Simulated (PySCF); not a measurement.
Delta-SCF ions had no search for a lower state. Excitations are Tamm–Dancoff values on a coarser integration grid. The basis has no diffuse functions, so Rydberg states are missing or too high.

## C3H7B, SMILES `B/C=C/C` (charge 0, multiplicity 1)

Calculation: PBE-D3(BJ)/def2-TZVP // PBE0-D4/def2-TZVP run with PySCF.

The HOMO is -6.96 eV and the dipole moment is 2.34 D. The HOMO–LUMO gap is 4.21 eV and the LUMO is -2.75 eV. The S1 excitation (TDA) comes out as 4.85 eV, the S1 oscillator strength is 0.000 and the brightest of the four lowest singlets (TDA) is 5.82 eV. The T1 excitation (TDA) is 3.53 eV and the S1–T1 gap (TDA) is 1.31 eV. The vertical ionisation energy (Delta-SCF) is 10.15 eV, the total energy comes out as -143.1811 Ha and the cost is about 3 core-minutes (a rough figure).

```xyz
11

B      2.1344     0.0636    -0.0155
C      0.6896     0.2972     0.4137
C     -0.3300    -0.2099    -0.3014
C     -1.7744    -0.0609     0.0007
H      3.0603     0.5029     0.6042
H      2.3486    -0.5808    -1.0044
H      0.4372     0.8750     1.3030
H     -0.0860    -0.7892    -1.1919
H     -2.2423    -1.0432     0.1258
H     -1.9442     0.5281     0.9028
H     -2.2932     0.4173    -0.8370
```
Charge 0, spin multiplicity 1.
